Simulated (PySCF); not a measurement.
A structure optimised at PBE0-D3(BJ)/def2-TZVP, used in a PySCF frequency run:

```
C
H 1 1.0908
H 1 1.0908 2 109.07
H 1 1.0908 2 109.07 3 119.02
N 1 1.4094 2 109.87 3 -120.49
C 5 1.1641 2 150.05 1 180.00
```

Question: Write its SMILES, formula and point group.

Answer: [C-]#[N+]C, C₂H₃N, C3v

Question: What are its rotational constants (standard atomic weights)?

Answer: 158.81, 10.185, 10.185 GHz
